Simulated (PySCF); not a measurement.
F2, charge +1, doublet, at a GFN2-xTB geometry (a state made from the parent by changing its charge; the spin is typed, not shown lowest); B3LYP/cc-pVTZ (PySCF).

Here is a job for PySCF.
```python
from pyscf import gto, scf, dft

mol = gto.Mole()
mol.atom = '''
    F    -0.000000   -0.000000   -0.646774
    F     0.000000    0.000000    0.646774
'''
mol.basis = 'cc-pvtz'
mol.charge = 1
mol.spin = 1
mol.verbose = 4
mol.build()

mf = dft.UKS(mol)
mf.xc = 'b3lyp'
mf.grids.atom_grid = (99, 590)
mf.kernel()
```

It wrote (shortened):

```
PySCF version 2.14.0

[INPUT] verbose = 4
[INPUT] num. atoms = 2
[INPUT] num. electrons = 17
[INPUT] charge = 1
[INPUT] spin (= nelec alpha-beta = 2S) = 1
[INPUT] symmetry False subgroup None
[INPUT] Mole.unit = angstrom
[INPUT] Symbol           X                Y                Z      unit          X                Y                Z       unit  Magmom
[INPUT]  1 F      0.000000000000   0.000000000000  -0.646774000000 AA    0.000000000000   0.000000000000  -1.222225724489 Bohr   0.0
[INPUT]  2 F      0.000000000000   0.000000000000   0.646774000000 AA    0.000000000000   0.000000000000   1.222225724489 Bohr   0.0

nuclear repulsion = 33.1362686846719
number of shells = 18
number of NR pGTOs = 84
number of NR cGTOs = 60
basis = cc-pvtz
ecp = {}

******** <class 'pyscf.dft.uks.UKS'> ********
method = UKS
initial guess = minao
damping factor = 0
level_shift factor = 0
DIIS = <class 'pyscf.scf.diis.CDIIS'>
diis_start_cycle = 1
diis_space = 8
diis_damp = 0
SCF conv_tol = 1e-09
SCF conv_tol_grad = None
SCF max_cycles = 50
direct_scf = True
direct_scf_tol = 1e-13
number electrons alpha = 9  beta = 8
XC library pyscf.dft.libxc version 7.1.2
    S. Lehtola, C. Steigemann, M. J. T. Oliveira, and M. A. L. Marques,  SoftwareX 7, 1–5 (2018)
XC functionals = b3lyp
    P. J. Stephens, F. J. Devlin, C. F. Chabalowski, and M. J. Frisch,  J. Phys. Chem. 98, 11623 (1994)
radial grids:
    Treutler-Ahlrichs [JCP 102, 346 (1995); DOI:10.1063/1.469408] (M4) radial grids

becke partition: Becke, JCP 88, 2547 (1988); DOI:10.1063/1.454033
pruning grids: <function nwchem_prune>
grids dens level: 3
symmetrized grids: False
atomic radii adjust function: <function treutler_atomic_radii_adjust>
User specified grid scheme (99, 590)
small_rho_cutoff = 0
Set gradient conv threshold to 3.16228e-05
tot grids = 63880
init E= -199.785929945056

cycle= 1 E= -198.93346783406  delta_E= 0.852  |g|= 0.505  |ddm|= 0.915
cycle= 2 E= -198.975383318803  delta_E= -0.0419  |g|= 0.396  |ddm|= 0.39
cycle= 3 E= -199.013728407696  delta_E= -0.0383  |g|= 0.0156  |ddm|= 0.141
cycle= 4 E= -199.01380624041  delta_E= -7.78e-05  |g|= 0.00415  |ddm|= 0.00768
cycle= 5 E= -199.013810689295  delta_E= -4.45e-06  |g|= 0.00127  |ddm|= 0.00193
cycle= 6 E= -199.013811121589  delta_E= -4.32e-07  |g|= 7.1e-05  |ddm|= 0.000587
cycle= 7 E= -199.013811124457  delta_E= -2.87e-09  |g|= 8.52e-06  |ddm|= 5.28e-05
cycle= 8 E= -199.013811124502  delta_E= -4.56e-11  |g|= 7.42e-07  |ddm|= 6.88e-06
Extra cycle  E= -199.013811124503  delta_E= -1.99e-13  |g|= 1.95e-07  |ddm|= 5.38e-07
converged SCF energy = -199.013811124503  <S^2> = 0.75288994  2S+1 = 2.0028879
```
